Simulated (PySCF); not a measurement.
C₄H₁₂O₂Si, SMILES CO[Si](C)(C)OC. Geometry optimised at B3LYP-D3(BJ)/def2-SVP. The isomer is the one that the SMILES or the coordinates give; other isomers of the formula were not compared. One conformer was computed; it need not be the lowest.

**Question.** Give the equilibrium geometry at B3LYP-D3(BJ)/def2-SVP (PySCF confirms it by a frequency run) as a Z-matrix. (The exact figures need the calculation; the answer reports its results.)

**Answer.** One answer among several that fit: 
```
Si
O 1 1.6609
C 2 1.4082 1 124.84
H 3 1.1016 2 108.81 1 -173.21
H 3 1.1044 4 108.40 2 -121.62
H 3 1.1069 4 107.84 5 -116.79
O 1 1.6737 2 105.60 3 54.11
C 7 1.4027 1 126.53 2 -173.72
H 8 1.1020 7 109.07 1 178.44
H 8 1.1072 9 107.71 7 122.18
H 8 1.1073 9 107.62 10 115.85
C 1 1.8652 2 106.73 3 172.86
H 12 1.1012 1 110.34 2 -57.22
H 12 1.1017 13 108.14 1 -121.53
H 12 1.1023 13 108.21 14 -116.59
C 1 1.8765 2 111.24 3 -64.33
H 16 1.1021 1 110.71 2 -58.78
H 16 1.1022 17 107.99 1 -121.91
H 16 1.1026 17 107.61 18 -115.89
```
Charge 0, spin multiplicity 1.
